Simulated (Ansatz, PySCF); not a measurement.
System: LiCl, charge 1, multiplicity 2. 
Structure (B3LYP-D3(BJ)/def2-TZVP (Ansatz, an electronic-structure program) minimum search):
```xyz
2

Li     0.0000     0.0000    -2.0255
Cl     0.0000     0.0000     0.3574
```
Charge +1, spin multiplicity 2.

Total electronic energies in hartree. Correlated levels leave the core frozen unless marked. UHF or UKS for open shells. Spin-orbit coupling is left out. No relativistic terms. Basis-set limits of correlation are two-point, X^-3; Hartree-Fock from the larger set.

```csv
level,program,energy (Eh)
HF/6-31G,Ansatz,-466.68720
HF/6-31G*,Ansatz,-466.69832
HF/def2-SVP,Ansatz,-466.57126
HF/def2-TZVPD,PySCF,-466.73077
HF/def2-TZVPP,Ansatz,-466.73006
HF/def2-TZVPPD,Ansatz,-466.73096
revPBE/def2-TZVPD,Ansatz,-467.36680
BP86/def2-TZVPD,PySCF,-467.48587
TPSS/def2-TZVPD,PySCF,-467.47577
B3LYP-D3(BJ)/def2-TZVPD,Ansatz + dftd3,-467.47496
PBE0/6-31G*,Ansatz,___
TPSSh-D4/def2-TZVPD,PySCF + dftd4,-467.47059
r2SCAN0-D4/def2-TZVPD,Ansatz + dftd4,-467.41475
CAM-B3LYP-D4/def2-TZVPD,Ansatz + dftd4,-467.45305
B2PLYP-D3(BJ)/def2-TZVPD,Ansatz + dftd3,-467.31050
MP2/def2-SVP,Ansatz,-466.68181
RI-MP2/def2-TZVPPD,Ansatz,-466.89041
SCS-MP2/def2-SVPD,Ansatz,-466.69381
CCSD(T)/6-31G*,Ansatz,-466.82529
CCSD(T)/def2-TZVPP,Ansatz,-466.91829
CCSD(T)/def2-QZVPPD,Ansatz,-466.95019
CCSDT/def2-SVP,Ansatz,-466.70016
"CCSD(T)/CBS(def2-TZVPPD,def2-QZVPPD)",Ansatz,-466.9625
```

### Question
Complete the blanks.

### Answer

- PBE0/6-31G*, energy (Eh): -467.24658
